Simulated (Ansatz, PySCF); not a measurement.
I$_{3}$Zr, doublet, geometry from GFN2-xTB (such geometries of metal compounds can be far from the true shape) (the multiplicity is a formal guess) (core potentials on I, Zr). Base run: B3LYP/def2-SVP in PySCF.

The PySCF input:
```python
from pyscf import gto, scf, dft

mol = gto.Mole()
mol.atom = '''
    Zr   -0.368387    0.352513    0.734126
    I    -1.910941   -1.656243   -0.437396
    I     0.065797    2.210465   -1.302178
    I     2.123172   -0.820269    1.185517
'''
mol.basis = 'def2-svp'
mol.ecp = {'I': 'def2-svp', 'Zr': 'def2-svp'}
mol.charge = 0
mol.spin = 1
mol.verbose = 3
mol.build()

mf = dft.UKS(mol)
mf.xc = 'b3lyp'
mf.kernel()
```

The same geometry, method and basis name were run in Ansatz (a program for electronic structure) and PySCF, at each program's defaults and at the settings that a row names. The base is PySCF at its defaults. Differences at the defaults can come from grids, fitting, cores and function types together.

| code and settings | ΔE vs base (mEh) | basis functions | E (Eh) | SCF cycles | dipole (D) |
|---|---|---|---|---|---|
| PySCF, defaults (exact integrals, its default grid, spherical functions) | 0.000 | 109 | -940.60514 | 20 | 2.55 |
| Ansatz, defaults (factorised integrals, its default grid, spherical functions) | 0.005 | 109 | -940.60513 | - | - |
| PySCF, density fitting with def2-universal-jkfit | -0.023 | 109 | -940.60516 | 20 | 2.55 |
| PySCF, fine grid | 0.007 | 109 | -940.60513 | 20 | 2.55 |
| Ansatz, high accuracy | 0.004 | 109 | -940.60513 | - | - |

Open shells are given as the SCF converged; they aren't shown to be the lowest states, and a large step between rows can be another state.
